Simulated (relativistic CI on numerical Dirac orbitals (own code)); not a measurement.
# Os7+: 4f photoemission

Computed with this model: Dirac-Coulomb-Breit CI, separate exchange-only KLI orbitals for each configuration, model QED, valence Slater integrals scaled by 0.8, multiplet model of photoemission in the sudden approximation; configurations [Xe] 4f14 5d → [Xe] 4f13 5d; 300 K; Lorentzian 0.35 eV and Gaussian 0.5 eV FWHM. Energies are those of the free ion, without screening or charge transfer. The energies are binding energies and can lie tens of eV above those of solids. S is read from ⟨S²⟩ = S(S + 1).

Field parameters in Wybourne normalisation: D4h B²₀ = −7Ds, B⁴₀ = 21(Dq − Dt), B⁴₄ = 21√(5/14) Dq. The field is a parameter set, without covalency.

free ion: ground-state S = 0.50, centroid 163.08 eV. Peaks (eV, height): 161.7 (90), 162.2 (100), 164.4 (71), 165.3 (54).

D4h, 10Dq = 43350, Ds = 1770, Dt = 1050 cm⁻¹: ground-state S = 0.50, centroid 163.13 eV. Peaks (eV, height): 161.9 (100), 163.3 (20), 164.5 (71).

D4h, 10Dq = 24300, Ds = 1350, Dt = -620 cm⁻¹: ground-state S = 0.50, centroid 163.13 eV. Peaks (eV, height): 161.8 (100), 164.5 (75).

Strongest unbroadened transitions for free ion:

```csv
Energy (eV),Relative strength
160.86,42.9
161.55,100.0
162.09,63.4
162.38,82.3
163.17,8.8
163.42,3.3
163.92,33.5
164.09,2.2
164.26,1.1
164.32,48.9
164.60,45.5
165.29,63.5
165.73,11.6
166.09,0.4
166.28,7.3
166.37,0.5
166.81,0.1
166.96,1.4
```
